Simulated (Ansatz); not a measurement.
`[F][GeH]([Cl])[N]([SiH3])[SiH3]`, relaxed with RKS PBE-D4/def2-SVP in Ansatz 0.2.0 from a rough embedded geometry. The force threshold is 0.03 eV/Å; the program also tests the step.

Total charge 0; spin multiplicity 1.

Start:

```xyz
13

F     1.057   -1.954   -1.953
Ge    1.163   -0.391   -1.126
Cl    3.242    0.132   -0.775
N     0.299   -0.432    0.441
Si   -1.418   -0.935    0.174
Si    0.213    1.229    1.140
H     0.518    0.659   -2.087
H    -2.168   -0.937    1.390
H    -2.042   -0.086   -0.812
H    -1.427   -2.340   -0.382
H    -0.451    2.101    0.156
H    -0.563    1.247    2.369
H     1.577    1.708    1.463
```

**Question.** How much energy does the relaxation release, and in how many steps? (Estimate.)

**Answer.** Ansatz gave: 66.01 kJ/mol, in 22 steps.

**Question.** Which bonds change most? (Estimate.)

**Answer.** Computed: Si5–H8 from 1.428 to 1.505 Å; Si5–H9 from 1.443 to 1.501 Å; Si6–H12 from 1.454 to 1.504 Å; Ge2–N4 from 1.790 to 1.830 Å.

**Question.** Give the relaxed structure. (An estimate is asked.)

**Answer.** Computed: 
```xyz
13

F     0.555   -1.576   -2.192
Ge    1.224   -0.244   -1.262
Cl    3.013   -0.980   -0.289
N    -0.095    0.100   -0.042
Si   -1.478   -1.017    0.069
Si    0.147    1.394    1.142
H     1.587    0.909   -2.215
H    -2.293   -0.510    1.228
H    -2.314   -0.986   -1.178
H    -1.041   -2.426    0.347
H    -1.059    2.291    1.189
H     0.410    0.864    2.525
H     1.344    2.182    0.678
```
